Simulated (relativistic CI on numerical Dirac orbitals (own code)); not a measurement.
**Fe2+ in a cubic cluster: L2,3 absorption with charge transfer**

Computed with a charge-transfer multiplet model of a cubic metal-ligand cluster with up to 2 ligand holes, Slater and spin-orbit integrals from Dirac-Coulomb-Breit ions, Slater integrals scaled by 0.8. The ground state mixes d6 with configurations of k ligand holes L, whose averages lie at kΔ + k(k − 1)U_dd/2; a core hole lowers each added d electron by U_cd. 300 K, Lorentzian 0.4 eV and Gaussian 0.3 eV FWHM.

Atomic integrals in eV (Slater integrals scaled, ζ unscaled), ground: F2dd 8.723, F4dd 5.416, zeta_d 0.049; with the core hole: F2dd 9.374, F4dd 5.826, zeta_d 0.067, zeta_core 8.135, F2cd 5.460, G1cd 4.059, G3cd 2.306.

Cluster parameters (eV): Δ = 2.8, U_cd = 6.7, 10Dq = 1.05, 10Dq(ligand) = 1.1, V(eg) = 2.8, V(t2g) = -1.5, final-state hopping factor = 0.9.

Weights, n_d and S are thermal averages at 300 K. Photon energies count from the first peak over 30 % of the highest in each spectrum, which can be another peak from case to case. The parameters are a model scan and need not match a compound or its usual spin state. Peaks in eV (height, largest 100): 0.0 (100), 1.9 (16), 3.6 (6), 7.6 (6), 12.2 (59), 13.5 (10).

Problem. Which parameters give this spectrum?
A. U_dd = 7.7 eV
B. U_dd = 3.5 eV
C. U_dd = 5.6 eV
D. U_dd = 7 eV
E. U_dd = 6.3 eV

Solution. B. U_dd = 3.5 eV; the ground state then has 6.68 d electrons and S = 0.02. The choice follows from running the model for each set and comparing peak positions and heights. The space is cut while the next configuration still counts.
